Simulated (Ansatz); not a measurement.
Two isomers of C2H9NSi2: A = `CC1[SiH2]N1[SiH3]`, B = `C=C[SiH2]N[SiH3]`.

Computed with Ansatz on PBE0-D4/def2-TZVP structures; ΔE is electronic, products minus reactants. CCSD(T)/CBS adds triple-zeta CCSD(T) − MP2 to the extrapolated MP2 energy (def2 sets, frozen cores). DFT in def2-TZVPP. B3LYP here is the variant with VWN-RPA as its local correlation; programs differ in this. One conformer a species, not always the lowest.

Question: Which isomer does CCSD(T)/CBS put lower? Give the gap. (Estimate.)

Answer: Computed: B, by 105.8 kJ/mol.

Question: Give E(B) − E(A) in kJ/mol with B3LYP, PBE0-D4, HF/def2-TZVPP, MP2/def2-TZVPP, CCSD(T)/def2-TZVPP, ωB97M-V, r2SCAN-D4. (An estimate is asked.)

Answer: The calculation gave: B3LYP -108.3, PBE0-D4 -85.7, HF/def2-TZVPP -132.0, MP2/def2-TZVPP -95.6, CCSD(T)/def2-TZVPP -104.9, ωB97M-V -99.6, r2SCAN-D4 -92.0. None reverses the order clearly.

Largest T1 diagnostic: 0.012.

The D4 term adds +3.5 kJ/mol with B3LYP and +1.9 kJ/mol with PBE0; it sums over pairs of atoms, weighted by their polarisabilities, and B3LYP, whose exchange is more repulsive, gets the larger term. In def2-TZVPP, CCSD(T) changes the Hartree–Fock value by +27.1 kJ/mol (the triples alone add +2.5 kJ/mol) and MP2 by +36.4 kJ/mol.
